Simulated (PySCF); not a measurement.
C2H3O2, SMILES CC([O])=O, multiplicity 2. Atoms are numbered in the order given.

```xyz
7

C     -0.0765    -1.3505     0.0000
C      0.0113     0.2928     0.0000
O      1.2075     0.6236     0.0000
O     -1.1143     0.7933     0.0000
H     -0.6464    -1.6057     0.9108
H      0.9379    -1.7774     0.0000
H     -0.6464    -1.6057    -0.9108
```
Charge 0, spin multiplicity 2.

Geometry optimised at PBE-D3(BJ)/def2-SVP. The isomer is the one that the SMILES or the coordinates give; other isomers of the formula were not compared.

These are B3LYP/pcH-1 (PySCF) values and carry that method's errors.

Unrestricted Kohn–Sham, ⟨S²⟩ = 0.755. Hyperfine tensors hold the contact and dipolar terms, without spin-orbit corrections.

Computed hyperfine couplings:
```json
[
 {"nucleus": "13C no. 1", "A(iso) (MHz)": "139.8", "A(iso) (G)": "49.9", "dipolar principal values (MHz)": "-31.3, -30.8, 62.1"},
 {"nucleus": "13C no. 2", "A(iso) (MHz)": "-84.1", "A(iso) (G)": "-30.0", "dipolar principal values (MHz)": "-12.5, 3.8, 8.7"},
 {"nucleus": "17O no. 3", "A(iso) (MHz)": "-24.9", "A(iso) (G)": "-8.9", "dipolar principal values (MHz)": "-140.9, 67.5, 73.4"},
 {"nucleus": "17O no. 4", "A(iso) (MHz)": "-11.8", "A(iso) (G)": "-4.2", "dipolar principal values (MHz)": "-92.7, 45.2, 47.5"},
 {"nucleus": "1H no. 5", "A(iso) (MHz)": "-2.9", "A(iso) (G)": "-1.0", "dipolar principal values (MHz)": "-13.5, -2.5, 16.0"},
 {"nucleus": "1H no. 6", "A(iso) (MHz)": "-17.4", "A(iso) (G)": "-6.2", "dipolar principal values (MHz)": "-15.1, -1.4, 16.5"},
 {"nucleus": "1H no. 7", "A(iso) (MHz)": "-2.9", "A(iso) (G)": "-1.0", "dipolar principal values (MHz)": "-13.5, -2.5, 16.0"}
]
```

Task: And the g tensor (effective nuclear charges for spin-orbit coupling, GIAO)? (Estimate from the structure and the level; the computed values follow.)

Result: principal values 2.0007, 2.0020, 2.0080; isotropic 2.0036.
